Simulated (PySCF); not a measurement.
HfH4, SMILES [HfH4], multiplicity 1.

Coordinates come from a PBE-D3(BJ)/def2-TZVPD optimisation. The spin state was assumed, not searched. The def2 effective core potentials stand for the cores of Hf; spin–orbit coupling is left out.

Calculation: PBE-D3(BJ)/def2-TZVPD (PySCF 2.14.0).

Frequencies are harmonic and unscaled.

Modes within 1.5 cm⁻¹ of each other (mostly degenerate sets) share a row, with their intensities summed.

Computed harmonic wavenumbers and intensities:
| mode | ν (cm⁻¹) | IR (km/mol) | moving atoms (share of kinetic energy) |
|---|---|---|---|
| 1–3 | 542 | 468.2 | H 99 % |
| 4–5 | 674 | 0.0 | H 100 % |
| 6–8 | 1673 | 1339.3 | H 99 % |
| 9 | 1732 | 0.0 | H 100 % |
